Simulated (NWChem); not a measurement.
silicon dioxide molecule (SiO2); SMILES O=[Si]=O

Results from NWChem. All runs use the structure optimised with PBE0-D3(BJ)/def2-TZVP.

**Question.** Estimate the computed values for OLYP/def2-SVP. Quantities: highest occupied level (eV); orbital gap (eV).

**Answer.** 
```
Property                     Value
---------------------------  -----
highest occupied level (eV)  -7.86
orbital gap (eV)              4.11
```
